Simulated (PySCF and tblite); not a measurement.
Results of a calculation; reference values are marked as such.
# Rearrangement: stationary points, barriers and rates

System: CH₄O₂Si, numbered as in [O:1]=[CH:2][O:3][SiH3:4].

Motion: shift of Si4 from O3 to O1. The path came from a restrained scan, a climbing-image band and a saddle search at GFN2-xTB; energies are PBE0/pcSseg-2 + D3(BJ)//PBE0-D3(BJ)/def2-SVP, thermal terms GFN2-xTB. Rates follow Eyring's equation with the number of equivalent paths and no tunnelling. (PySCF 2.14 with density fitting, tblite 0.8.)

| point | symmetry | E(GFN2) kcal/mol | E(DFT) kcal/mol | ZPE change kcal/mol | lowest mode cm⁻¹ | dipole D |
| --- | --- | --- | --- | --- | --- | --- |
| start | Cs | 0.0 | 0.0 | 0.00 | 96 | 1.63 |
| saddle | Cs | 14.3 | 14.1 | 0.33 | 340i | 1.58 |
| end | Cs | 0.0 | 0.0 | 0.00 | 95 | 1.63 |

```json
{
 "Electronic barrier": "14.1 kcal/mol",
 "Barrier with zero-point energy": "14.4 kcal/mol",
 "ΔH‡ (298 K)": "13.8 kcal/mol",
 "ΔS‡ (298 K, symmetry apart)": "-4.3 cal/(mol K)",
 "Paths": "2 equivalent paths",
 "End point": "the same structure with atoms interchanged, or its mirror image",
 "Mean lifetime of the start against this motion at 298 K": "9.8 ms",
 "Cost": "76 s on 1 thread of Arm Neoverse V1, on a host shared with other jobs (rough), peak memory 0.78 GiB, launched as `OMP_NUM_THREADS=1 python ens_run.py task.json out`"
}
```

```
T/K  ΔG‡ kcal/mol     k s⁻¹
150          14.7  2.8×10⁻⁹
200          14.8   0.00056
250          15.0      0.87
298          15.1       102
350          15.3      3980
400          15.5   5.6×10⁴
500          15.9   2.3×10⁶
```

ΔG and ΔG‡ leave out symmetry numbers and mirror images; rates count paths: 2 out.
